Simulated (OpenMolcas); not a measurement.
**Lines of Sn I: computed and rescaled rates**

```json
{
  "Program": "OpenMolcas",
  "Method": "SS-RASPT2, IPEA 0.25 Eh, imaginary shift 0.1 Eh (closed shells correlated: 4d 5s)",
  "Basis": "ANO-R3 [8s7p5d3f2g1h]",
  "Scalar Hamiltonian": "X2C, finite nucleus",
  "Active space": "2 electrons in 9 orbitals (RAS2 5p; RAS3 5d 6s, at most 1 electron)",
  "State averaging": "2S+1 = 3 even, 3 roots; 2S+1 = 1 even, 6 roots; 2S+1 = 3 odd, 3 roots; 2S+1 = 1 odd, 3 roots",
  "Spin-orbit coupling": "state interaction with AMFI integrals over the reference wave functions, term energies averaged over their components"
}
```

Rates come from the transition moments of the reference wave functions (E1 and E2 in the length form). At fixed line strength A goes as λ^-3 for E1 and M1 and as λ^-5 for E2, so a rate at the computed wavelength can be rescaled to the measured one. Measured vacuum wavelengths follow from level energies in NIST Handbook of Basic Atomic Spectroscopic Data. Branching counts decays inside the model space alone, at computed energies, and the table is only a selection of the E1 lines, drawn from those between levels with measured partners whose computed energy lies within a factor of 1.5 of the measured one.

```
          Upper        Lower  Type  λ computed (nm)  λ measured (nm)  A computed (s-1)  A rescaled (s-1)  Branching %
5s2 5p 6s 1P* 1  5s2 5p2 1S0    E1            511.9            452.6          1.10e+07          1.59e+07          3.6
5s2 5p 6s 3P* 1  5s2 5p2 1D2    E1            378.9            380.2          1.63e+07                            7.2
5s2 5p 6s 3P* 2  5s2 5p2 1D2    E1            339.6            333.2          7.20e+06                            3.0
5s2 5p 6s 1P* 1  5s2 5p2 1D2    E1            323.9            326.3          2.71e+08          2.65e+08         88.6
5s2 5p 6s 3P* 1  5s2 5p2 3P2    E1            313.8            317.6          9.27e+07          8.94e+07         41.2
5s2 5p 6s 3P* 0  5s2 5p2 3P1    E1            302.2            303.5          2.03e+08          2.00e+08        100.0
5s2 5p 6s 3P* 1  5s2 5p2 3P1    E1            298.7              301          4.36e+07          4.26e+07         19.4
5s2 5p 6s 3P* 1  5s2 5p2 3P0    E1            286.9            286.4          7.21e+07          7.25e+07         32.0
5s2 5p 6s 3P* 2  5s2 5p2 3P2    E1            286.3            284.1          1.67e+08          1.71e+08         68.9
5s2 5p 6s 3P* 2  5s2 5p2 3P1    E1            273.7            270.7          6.82e+07          7.05e+07         28.2
5s2 5p 6s 1P* 1  5s2 5p2 3P1    E1            263.5            266.2          1.30e+07                            4.3
5s2 5p 6s 1P* 1  5s2 5p2 3P0    E1            254.2            254.7          9.63e+06                            3.1
```

Spin-changing lines and M1 lines between different terms are not rescaled, since their strength hangs on the term gaps too.

The largest correction is for 5s2 5p 6s 1P* 1 → 5s2 5p2 1S0 (E1): 1.10e+07 × (511.9 / 452.6)^3 = 1.59e+07 s-1, a factor of 1.45.

The computed rate and branching of 5s2 5p 6s 3P* 0 → 5s2 5p2 3P1 give the upper level a radiative lifetime of 1.000 / 2.03e+08 s-1 = 4.93e-09 s, counting decays inside the model space alone. The rescaled rate gives about 5.0e-09 s.

No measured rate stands beside these. Rescaling mends the energy factor alone: line strengths can still be far off where a level mixes with configurations outside the active space, and weak or spin-changing lines hang on small mixing coefficients that depend on the term gaps too, so rescaling need not improve them.

Term energies are means over components that CASPT2 splits; among the terms shown or strongly mixed into the levels shown the widest spread is 75 cm-1 (5s2 5p2 1D). ANO sets are built for valence states and can reach diffuse excited orbitals poorly, and with the s shell closed the s pⁿ⁺¹ terms that mix with these levels are absent. With the s shell closed, the reference lacks s² → p² mixing. No level of 5s2 5p 5d was computed, though it lies in the active space. Some terms miss by over 15 % even with CASPT2, which points to a basis or an active space too small for the shells correlated. Computed and measured levels are paired by configuration, term and J; levels that our copy of the source lacks, or whose pairing is in doubt (as where it misses far off the trend of its configuration), stay unpaired. Only configurations of the active space appear.

* marks odd parity.
